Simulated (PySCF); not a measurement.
# [Ce(HCN)]3+: one run

[Ce(HCN)]3+ (singlet in the valence; each metal's 4f electrons, 1 of them, lie in its core potential, out of spins and levels). PySCF 2.14.0, RKS revPBE, Ce lcecp-1-SVP with ECP47, N def2-SVP, C def2-SVP, H def2-SVP; non-relativistic Hamiltonian with scalar-relativistic core potentials where named; density fitting; no spin-orbit coupling. Purpose: level revPBE.

```python
mol = gto.M(atom='''
Ce     0.00000     0.00000    -0.33474
N      0.00000    -0.00000     2.00995
C     -0.00000    -0.00000     3.17458
H      0.00000    -0.00000     4.28746''',
    basis={'Ce': 'lcecp-1-SVP', 'N': 'def2-SVP', 'C': 'def2-SVP', 'H': 'def2-SVP'},
    ecp={'Ce': 'lcecp-1-SVP'},
    charge=3, spin=0)
mf = dft.RKS(mol, xc='PBE_R,PBE')
mf.grids.atom_grid = (75, 302)  # f atoms: unpruned, at least (60, 302)
mf = mf.density_fit()  # fitting sets: Ce AutoAux, N def2-universal-JKFIT, C def2-universal-JKFIT, H def2-universal-JKFIT
mf.conv_tol = 1e-08; mf.max_cycle = 55
mf.kernel(dm0)  # dm0: converged density of the relaxed state
mf.nuc_grad_method().kernel()
```

Run from Python with OMP_NUM_THREADS=2; the lines above give its settings. Where DIIS fails, smearing, a level shift and second-order steps follow.
It took 2.2 s on 2 threads of Arm Neoverse V1, on a shared host, from an already converged density.

(1) Where do the frontier levels lie, over both spins?

(2) What are the Mulliken charges and spins?

(3) What forces act on the atoms (eV/Å)?

The geometry was relaxed with PBE0 (Ce lcecp-1-SVP with ECP47, N def2-SVP, C def2-SVP, H def2-SVP).

An lcecp potential fixes the number of 4f electrons, so in runs with it no electron can move into or out of that shell.

## Answers

(1) HOMO -25.07 eV, LUMO -20.26 eV. The 4f levels lie in the core potential and are missing.

(2) 
| atom | charge (e) | spin (e) |
| --- | --- | --- |
| Ce1 | 2.518 | 0.000 |
| N2 | -0.135 | 0.000 |
| C3 | 0.339 | 0.000 |
| H4 | 0.279 | 0.000 |
The spin of the 4f electrons in the core isn't counted.

(3) 
```
Ce   0.00  0.00 -0.21
N    0.00  0.00 -1.61
C    0.00  0.00  1.59
H    0.00  0.00  0.23
```
Forces carry noise of the integration grid, about 0.01 to 0.03 eV/Å.
